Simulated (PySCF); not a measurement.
# Dipole moment and polarisability of `C[As](C)P1CC1`

C4H10AsP.
Cartesian coordinates in Å at the GFN2-xTB level; atoms count from 1:
```
atom  x, y, z in Å
C1    -1.382   -1.646   -0.593
As2   -0.699   -0.327    0.711
C3    -2.042    1.068    0.317
P4     0.939    0.522   -0.702
C5     2.387   -0.325    0.077
C6     2.147    1.058    0.592
H7    -1.506   -1.189   -1.574
H8    -0.692   -2.484   -0.686
H9    -2.345   -2.032   -0.262
H10   -3.029    0.732    0.636
H11   -1.807    1.987    0.852
H12   -2.073    1.282   -0.750
H13    2.198   -1.157    0.746
H14    3.249   -0.471   -0.561
H15    1.798    1.167    1.613
H16    2.850    1.823    0.291
```

Level: wB97X-D/def2-SVPD (PySCF), static field, nuclei fixed, core orbitals frozen in the response. The polarisability tensor in these axes (au):

```
x   130.40   6.60  -1.28
y     6.60  99.43   1.22
z    -1.28   1.22  93.47
```

Question: What are the eigenvalues, a third of the trace, and Δα (Δα² = ½Σ(αi − αj)² over the three pairs)?

Answer: Principal values 93.03, 98.49 and 131.78 au; mean 107.77 au = 15.97 Å³ = 17.77 × 10⁻⁴⁰ C²·m²/J; Δα = 36.32 au (34 % of the mean).

Question: What is the dipole moment, and where does it point?

Answer: (-0.15, -0.18, 0.22) D, 0.32 D in size, pointing from the negative to the positive side. Measured along this direction, the outermost atoms are H16 at the negative end and H9 at the positive end.

Question: How large is μ²/3kT at 400 K beside α?

Answer: In Gaussian units μ²/3kT = 0.62 Å³ against 15.97 Å³, a ratio of 0.04; the Debye molar polarisation (4π/3)N_A(α + μ²/3kT) is 41.8 cm³/mol, leaving out the vibrational part.

Question: What molar refraction does this α imply?

Answer: Lorentz–Lorenz: R = (4π/3)N_A α = 2.5225 cm³/(mol·Å³) × 15.97 Å³ = 40.3 cm³/mol, in the limit of long wavelengths.

Question: Sum over states: ᾱ = Σ f/ω², ω in Eh. What share falls to these 8 lowest TDDFT singlets (eV, f)? 5.44, 0.0298; 5.56, 0.2880; 6.38, 0.0215; 6.42, 0.0008; 6.72, 0.0262; 6.80, 0.0050; 7.00, 0.2288; 7.16, 0.2439.

Answer: They add up to 15.54 au, 14.4 % of the 107.77 au; the largest single term is 6.90 au, from the state at 5.56 eV. Terms in order: 0.75, 6.90, 0.39, 0.01, 0.43, 0.08, 3.46, 3.52 au. Higher excitations give the rest. The strengths listed sum to 0.844.

Isolated species at its GFN2-xTB geometry (one conformer only). The calculation is non-relativistic, for arsenic too.

The pairwise dispersion term of wB97X-D wasn't added to the energies; at a given geometry it leaves orbitals and properties as they are.
